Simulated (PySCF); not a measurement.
Ta(O)(F)3 anion (F₃OTa), SMILES [F][Ta]([F])(=[O])[F] (connectivity only; charge and spin as stated), charge -1, multiplicity 2. Coordinates come from a B3LYP-D3(BJ)/def2-SVPD optimisation. The spin state was assumed, not searched. The isomer is the one that the SMILES or the coordinates give; other isomers of the formula were not compared. The def2 effective core potentials stand for the cores of Ta; spin–orbit coupling is left out.

The numbers are results of B3LYP-D3(BJ)/def2-SVPD in PySCF, not measurements.

Harmonic wavenumbers (cm⁻¹): 142, 148, 162, 184, 263, 521, 566, 577, 911. Rotational constants (GHz): 3.683, 3.059, 2.154; symmetry number 1.

Q: Work out the zero-point energy and the ideal-gas rigid-rotor harmonic-oscillator thermochemistry at 298.15 K and 1 atm.

A: ZPE = ½ Σ hcν = ½ × 3474 cm⁻¹ = 20.78 kJ/mol. H − E(el) = 40.13 kJ/mol. Entropy in J/(mol K): translation 177.80, rotation 112.90, vibration 57.21, spin 5.76, total 353.68. G − E(el) = -65.32 kJ/mol. Cp = 88.42 J/(mol K). Modes under 150 cm⁻¹ make the vibrational entropy uncertain.
